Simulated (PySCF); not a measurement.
H3InO, SMILES [OH][InH2].

Coordinates come from a PBE-D3(BJ)/def2-TZVP optimisation. The def2 effective core potentials stand for the cores of In; spin–orbit coupling is left out.

Vertical ionisation energy (IE) and electron affinity (EA) in eV. Rows of orbital energies are one-electron estimates. Where ΔSCF, EOM or ADC give a negative EA the extra electron is unbound and the value depends on the basis.

| level | IE | EA |
|---|---|---|
| −ε(HOMO), −ε(LUMO), r2SCAN/def2-TZVPD (PySCF) | 7.00 | 1.96 |
| −ε(HOMO), −ε(LUMO), PBE0/def2-TZVPD (PySCF) | 8.25 | 1.57 |
